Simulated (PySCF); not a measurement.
C6H9BO2.
Z-matrix (Å and degrees, PBE0-D3(BJ)/def2-SVP geometry), rows numbered from 1:
```
C 
C   1  1.3329
C   2  1.4958  1  124.74
C   3  1.5028  2  114.70  1   116.90
O   4  1.2729  3  115.87  2   154.21
B   5  1.5307  4  119.52  3  -170.56
O   6  1.5292  5  106.38  4   -38.28
C   7  1.2692  6  117.88  5    37.64
C   8  1.3915  7  123.95  6   -14.15
H   1  1.0929  2  121.41  3   179.34
H   1  1.0950  2  121.49  3    -0.09
H   2  1.0967  1  119.33  3  -179.95
H   3  1.1044  2  110.53  1    -4.08
H   3  1.1021  2  111.34  1  -121.99
H   6  1.2108  5  108.89  4  -155.79
H   6  1.2248  5  107.64  4    76.77
H   8  1.1007  7  115.46  6   169.62
H   9  1.0883  4  120.77  3     4.18
```

Definitions: NICS(0) = −σiso at the ring centroid; NICS(1) = −σiso and NICS(1)zz = −σzz at ±1 Å along the ring normal z. Level: GIAO PBE0/pcSseg-1 (PySCF, non-relativistic, gas phase) on the PBE0-D3(BJ)/def2-SVP geometry, one conformer.

Ring bond lengths (Å), with Mayer bond orders in brackets: C4–O5 1.273 (1.38), O5–B6 1.531 (0.67), B6–O7 1.529 (0.67), O7–C8 1.269 (1.41), C8–C9 1.391 (1.40), C9–C4 1.403 (1.32).

Q: What do the NICS probes read (ppm)?

A: 
```csv
ring,type,NICS(0),"NICS(1), two faces","NICS(1)zz, two faces",rms pucker (Å),"centre to ring atoms, mean (Å)"
C4–O5–B6–O7–C8–C9,"6-membered ring with B and 2 O; formal bonds 2 double, 4 single",2.6,-1.2 / -0.3,3.5 / 4.2,0.16,1.38
```

Q: What do they say, and how far can they be read as aromaticity?

A: 
- C4–O5–B6–O7–C8–C9: mean NICS(1)zz 3.8 ppm, deshielded. B6 has four or more neighbours, and the NICS criterion for π rings isn't applied.

Q: At the second NICS(1) probe listed for ring C4–O5–B6–O7–C8–C9, 1 Å off the ring, what do the in-plane components average?

A: The isotropic value is a third of the trace: (3 × -0.3 − (4.2))/2 = -2.5 ppm.

Q: List the ring angles and the Hirshfeld charges of the ring atoms.

A: 
- C4–O5–B6–O7–C8–C9: C4 121.7° (+0.167 e), O5 119.5° (-0.108 e), B6 106.4° (+0.044 e), O7 117.9° (-0.110 e), C8 123.9° (+0.123 e), C9 116.3° (-0.119 e); sum 705.7° against 720° for a flat convex ring.

Q: How do the values depend on the level or the medium?

A: 
```json
{"level": "PBE0/pcSseg-1, gas", "NICS(0), C4–O5–B6–O7–C8–C9": "2.6", "mean NICS(1)zz, C4–O5–B6–O7–C8–C9": "3.8"}
{"level": "mPW1PW91/pcSseg-1, gas", "NICS(0), C4–O5–B6–O7–C8–C9": "2.6", "mean NICS(1)zz, C4–O5–B6–O7–C8–C9": "3.8"}
{"level": "PBE0/pcSseg-1, IEF-PCM acetone", "NICS(0), C4–O5–B6–O7–C8–C9": "2.1", "mean NICS(1)zz, C4–O5–B6–O7–C8–C9": "2.7"}
{"level": "PBE0/pcSseg-1, IEF-PCM chloroform", "NICS(0), C4–O5–B6–O7–C8–C9": "2.2", "mean NICS(1)zz, C4–O5–B6–O7–C8–C9": "2.9"}
```

The geometry is the same throughout; the continuum's cavity takes Bondi-type radii × 1.2.
